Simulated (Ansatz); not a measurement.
## Which isomer of CH7NOSi+ gives these data?

These gas-phase data were calculated for one isomer of CH7NOSi+ at r2SCAN-D4/def2-SVP (harmonic, unscaled wavenumbers; equilibrium rotational constants with average atomic masses):

- rotational constants: 6.15, 5.708, 3.537 GHz
- all wavenumbers above 1500 cm⁻¹: 3876, 3547, 3437, 3188, 3148, 3028, 2233, 1506

Candidates:

(1) the doublet with the links of `C[Si@H]([NH2+])O`
(2) the doublet with the links of `C[NH+][SiH2]O`

Q: Which structure fits?

A: Candidate (1). 2 modes lie between 3250 and 3800 cm⁻¹, one for each N–H bond, while (2) has 1.

The same quantities for all candidates:

```
     rotational constants (GHz)                     wavenumbers above 1500 cm⁻¹  E above the lowest, r2SCAN-D4/def2-SVP (kcal/mol)
(1)          6.15, 5.708, 3.537  3876, 3547, 3437, 3188, 3148, 3028, 2233, 1506                                                0.0
(2)         10.12, 4.107, 3.088        3877, 3467, 3204, 3018, 2960, 2263, 2252                                                7.0
```

Harmonic stretches to hydrogen usually lie a few per cent above observed fundamentals. Each candidate is one conformer. Open shells are spin-unrestricted. Programs: Ansatz 0.2.0.
